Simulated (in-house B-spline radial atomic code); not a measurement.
Ag. Computed with a B-spline radial atomic code. Model: non-relativistic spherical atom: semilocal Troullier-Martins pseudo-atom, one channel per l, against all electrons, high spin, G0W0 and RPA with empty states to l = 8, local potential for every l without a channel, a model core (radius 0 = none) keeps its share of the functional.

Without relativity these are model numbers for so heavy an element.

What the tables leave out is listed at the end.

The pseudopotential gives back the lowest level of each angular momentum of its own functional in the configuration it was made in; a second state of the same l is only approximately right. Exact exchange, RPA and GW see the smooth pseudo-orbitals and miss the exchange with the core, for which the functional's share stands in. The column with an uncorrelated core keeps all orbitals and exact exchange, and so separates missing core correlation from pseudisation. Only the three outermost levels and the lowest empty one were computed. RPA here is direct RPA, with no exchange kernel, and its energies carry an (l + 1/2)⁻⁴ tail. A hybrid on a potential with a model core restores only its own semilocal share of the core's exchange.

Command:
```bash
python run_psgw.py task.json out
```
Settings (lengths in bohr, energies in hartree):
```
Z                      47
electrons              47
configuration          [Kr] 4d10 5s1
generated_in           [Kr] 4d10 5s1
functional             lda,vwn
core_shells            7
radius_factor          1.15
core_correction        False
ion_configuration      [Kr] 4d10
```

Time taken, with all properties: 90 s on 1 thread of Arm Neoverse N1 (shared host).

Given: made with LDA VWN5; model core radius 0 bohr; local radius 1.309 bohr; mean-field start LDA VWN5.

Valence shells of the generating configuration: 4p, 4d, 5s.

Channel: s 2.982, p 1.014, d 1.189 (radii in bohr).

Computed: largest level miss in the spin-unpolarised generating configuration 0 eV; valence RPA correlation energy all-electron orbitals -1.0858 hartree; valence RPA correlation energy pseudo -1.255 hartree; all-electron RPA polarisability, core included 40.096 bohr³; pseudo-atom RPA polarisability 40.103 bohr³; ionisation by mean-field all-electron 7.6635 eV; ionisation by mean-field pseudo minus all 0.006 eV.

```json
{"level": "5s up", "occupied": "1", "mean-field all-electron (eV)": "-4.5542", "mean-field pseudo minus all (eV)": "0.001", "G0W0 all-electron (eV)": "-7.4353", "G0W0 uncorrelated core minus all (eV)": "-0.01", "G0W0 pseudo minus all (eV)": "-0.567", "exchange self-energy all-electron (eV)": "-10.352", "exchange self-energy pseudo (eV)": "-10.768"}
{"level": "5s down (empty)", "occupied": "0", "mean-field all-electron (eV)": "-3.8862", "mean-field pseudo minus all (eV)": "-0.003", "G0W0 all-electron (eV)": "-1.3239", "G0W0 uncorrelated core minus all (eV)": "-0.009", "G0W0 pseudo minus all (eV)": "-0.616", "exchange self-energy all-electron (eV)": "-2.7044", "exchange self-energy pseudo (eV)": "-3.1534"}
```

**Question.** What is the ionisation by RPA pseudo minus all?

**Answer.** 0.818 eV.

**Question.** What is the ionisation by RPA all-electron?

**Answer.** 7.5301 eV.

Given: mean-field start PBE0.

Computed: valence RPA correlation energy all-electron orbitals -1.0223 hartree; valence RPA correlation energy pseudo -1.1958 hartree; all-electron RPA polarisability, core included 38.007 bohr³; pseudo-atom RPA polarisability 34.171 bohr³; ionisation by mean-field pseudo minus all 0.326 eV; ionisation by RPA pseudo minus all 0.876 eV.

```csv
level,occupied,mean-field all-electron (eV),mean-field pseudo minus all (eV),G0W0 all-electron (eV),G0W0 uncorrelated core minus all (eV),G0W0 pseudo minus all (eV),exchange self-energy all-electron (eV),exchange self-energy pseudo (eV)
5s up,1,-4.8705,-0.246,-7.3061,-0.009,-0.722,-9.8633,-10.978
5s down (empty),0,-2.4828,-0.189,-1.0737,-0.007,-0.484,-2.2632,-3.0475
```

**Question.** What is the ionisation by mean-field all-electron?

**Answer.** 7.0762 eV.

**Question.** What is the ionisation by RPA all-electron?

**Answer.** 7.3847 eV.

Given: mean-field start Hartree-Fock.

Computed: valence RPA correlation energy all-electron orbitals -0.88392 hartree; valence RPA correlation energy pseudo -1.061 hartree; all-electron RPA polarisability, core included 33.038 bohr³; pseudo-atom RPA polarisability 20.577 bohr³; ionisation by RPA all-electron 7.0034 eV; ionisation by RPA pseudo minus all 1.04 eV.

```json
{"level": "5s up", "occupied": "1", "mean-field all-electron (eV)": "-6.014", "mean-field pseudo minus all (eV)": "-1.459", "G0W0 all-electron (eV)": "-7.0011", "G0W0 uncorrelated core minus all (eV)": "-0.005", "G0W0 pseudo minus all (eV)": "-1.055", "exchange self-energy all-electron (eV)": "-8.7059", "exchange self-energy pseudo (eV)": "-12.452"}
{"level": "4d down", "occupied": "1", "mean-field all-electron (eV)": "-14.597", "mean-field pseudo minus all (eV)": "1.291", "G0W0 all-electron (eV)": "-14.019", "G0W0 uncorrelated core minus all (eV)": "0.108", "G0W0 pseudo minus all (eV)": "1.344", "exchange self-energy all-electron (eV)": "-35.823", "exchange self-energy pseudo (eV)": "-29.908"}
{"level": "4d up", "occupied": "1", "mean-field all-electron (eV)": "-14.64", "mean-field pseudo minus all (eV)": "1.032", "G0W0 all-electron (eV)": "-14.088", "G0W0 uncorrelated core minus all (eV)": "0.104", "G0W0 pseudo minus all (eV)": "1.141", "exchange self-energy all-electron (eV)": "-35.509", "exchange self-energy pseudo (eV)": "-29.881"}
```

**Question.** What is the ionisation by mean-field pseudo minus all?

**Answer.** 1.333 eV.

**Question.** What is the ionisation by mean-field all-electron?

**Answer.** 5.9214 eV.

Among the listed levels the largest G0W0 shift of the pseudo-atom is +1.34 eV, for 4d down on the Hartree-Fock start, while leaving the core uncorrelated moves that level by +0.11 eV. So pseudisation and the lost core exchange, not the missing core correlation, make the error. Not in the tables (levels of low weight, unsolved or above zero; the highest and the empty levels are kept at any weight): on LDA the G0W0 levels 4d down (pseudo minus all +0.74 eV, weights 0.45 and -0.00), 4d up (pseudo minus all +0.36 eV, weights 0.28 and 0.37); on PBE0 the G0W0 levels 4d down (pseudo minus all +0.72 eV, weights 0.76 and 0.71), 4d up (pseudo minus all +0.52 eV, weights 0.46 and 0.67).
